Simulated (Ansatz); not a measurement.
Reaction (cleavage of the Si–Si bond): `O[SiH2][SiH](F)Cl` + `OCO` → `OCO[SiH2]O` + `F[SiH2]Cl`

Isolated molecules relaxed with PBE0-D4/def2-TZVP in Ansatz; ΔE leaves out vibrations. CBS: MP2 limit from def2 TZ/QZ plus the TZ coupled-cluster correction, frozen cores. This one scheme is used for every species. DFT in def2-TZVPP. B3LYP here is the variant with VWN-RPA as its local correlation; programs differ in this. One conformer a species, not always the lowest.

`O[SiH2][SiH](F)Cl`:

Z-matrix (Å, degrees):
```
Si
Si 1 2.351
O 1 1.648 2 108.5
H 1 1.482 2 112.0 3 117.3
H 1 1.489 2 107.6 3 -122.2
Cl 2 2.061 1 105.3 3 43.4
F 2 1.597 1 111.5 3 160.3
H 2 1.482 1 117.9 3 -75.3
H 3 0.959 1 117.0 2 -49.8
```

`OCO`:

Cartesian coordinates in Å:
```
O -1.212 0.063 0.106
C 0.159 0.275 0.259
O 0.932 -0.548 -0.562
H -1.444 0.272 -0.804
H 0.361 0.100 1.321
H 0.448 1.298 -0.004
H 0.757 -1.461 -0.316
```

`OCO[SiH2]O`:

Z-matrix (Å, degrees):
```
C
O 1 1.396
O 1 1.400 2 112.3
H 1 1.095 2 111.0 3 117.7
H 1 1.095 2 107.0 3 -122.6
Si 2 1.652 1 121.0 3 -61.7
H 3 0.962 1 108.1 2 -67.2
O 6 1.638 2 113.5 1 73.7
H 6 1.474 2 106.5 1 -169.6
H 6 1.489 2 106.9 1 -48.3
H 8 0.960 6 115.4 2 -61.2
```

`F[SiH2]Cl`:

Z-matrix (Å, degrees):
```
Si
F 1 1.589
Cl 1 2.036 2 108.8
H 1 1.475 2 108.3 3 -118.2
H 1 1.475 2 108.3 3 118.2
```

Problem. Is it downhill or uphill in electronic energy at CCSD(T)/CBS, and by how much? (Estimate.)

Solution. Computed: Downhill: ΔE = -29.9 kcal/mol.

Problem. What do these levels give: PBE-D4, PBE0-D4, ωB97X-V, ωB97M-V, B2PLYP, PBE, B3LYP, MP2/def2-TZVPP, CCSD/def2-TZVPP, HF/def2-QZVPP, MP2/def2-QZVPP, MP2/CBS(def2)? (An estimate is asked.)

Solution. Computed: PBE-D4 -23.4, PBE0-D4 -25.4, ωB97X-V -29.2, ωB97M-V -30.7, B2PLYP -30.8, PBE -23.5, B3LYP -29.0, MP2/def2-TZVPP -32.5, CCSD/def2-TZVPP -31.2, HF/def2-QZVPP -34.7, MP2/def2-QZVPP -32.2, MP2/CBS(def2) -31.7 kcal/mol.

Largest T1 diagnostic among the species: 0.012.

From PBE to PBE0 (25 % exact exchange), in def2-TZVPP and without D4, ΔE moves by −2.1 kcal/mol. In def2-TZVPP, CCSD(T) changes the Hartree–Fock value by +3.6 kcal/mol (the triples alone add +0.4 kcal/mol) and MP2 by +1.9 kcal/mol.
